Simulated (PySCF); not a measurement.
phosphoric acid cation (H₃O₄P), SMILES OP(O)(=O)O (connectivity only; charge and spin as stated), charge +1, multiplicity 2. Atoms are numbered in the order given.

```xyz
8

O      0.8212     0.0945     1.3167
P      0.0235     0.0153    -0.0085
O      1.0722    -0.2734    -1.1620
O     -0.9581    -1.1908    -0.1476
O     -0.7987     1.3244    -0.1259
H      0.5926     0.7532     1.9972
H     -0.6467    -2.1087    -0.0376
H     -1.3917     1.4881    -0.8810
```
Charge +1, spin multiplicity 2.

Coordinates come from a PBE0-D3(BJ)/def2-SVP optimisation. The multiplicity is an assumed one; other spin states were not compared. Other conformers were not sampled.

All values below come from PySCF with B3LYP/pcH-1.

Unrestricted Kohn–Sham, ⟨S²⟩ = 0.754. Hyperfine tensors hold the contact and dipolar terms, without spin-orbit corrections.

Computed hyperfine couplings:
```json
[
 {"nucleus": "17O no. 1", "A(iso) (MHz)": "-3.2", "A(iso) (G)": "-1.1", "dipolar principal values (MHz)": "-13.0, 6.1, 6.9"},
 {"nucleus": "31P no. 2", "A(iso) (MHz)": "-112.1", "A(iso) (G)": "-40.0", "dipolar principal values (MHz)": "-5.1, 1.5, 3.6"},
 {"nucleus": "17O no. 3", "A(iso) (MHz)": "-38.3", "A(iso) (G)": "-13.7", "dipolar principal values (MHz)": "-265.9, 131.4, 134.5"},
 {"nucleus": "17O no. 4", "A(iso) (MHz)": "-3.8", "A(iso) (G)": "-1.4", "dipolar principal values (MHz)": "-42.8, 21.1, 21.7"},
 {"nucleus": "17O no. 5", "A(iso) (MHz)": "1.4", "A(iso) (G)": "0.5", "dipolar principal values (MHz)": "-2.7, 0.8, 1.8"},
 {"nucleus": "1H no. 6", "A(iso) (MHz)": "-2.2", "A(iso) (G)": "-0.8", "dipolar principal values (MHz)": "-4.3, -2.2, 6.4"},
 {"nucleus": "1H no. 7", "A(iso) (MHz)": "-8.0", "A(iso) (G)": "-2.9", "dipolar principal values (MHz)": "-11.1, -1.8, 12.9"},
 {"nucleus": "1H no. 8", "A(iso) (MHz)": "-0.6", "A(iso) (G)": "-0.2", "dipolar principal values (MHz)": "-2.4, -1.9, 4.3"}
]
```

Question: And the g tensor (effective nuclear charges for spin-orbit coupling, GIAO)? (The exact figures need the calculation; the answer reports its results.)

Answer: principal values 2.0028, 2.0082, 2.0369; isotropic 2.0160.
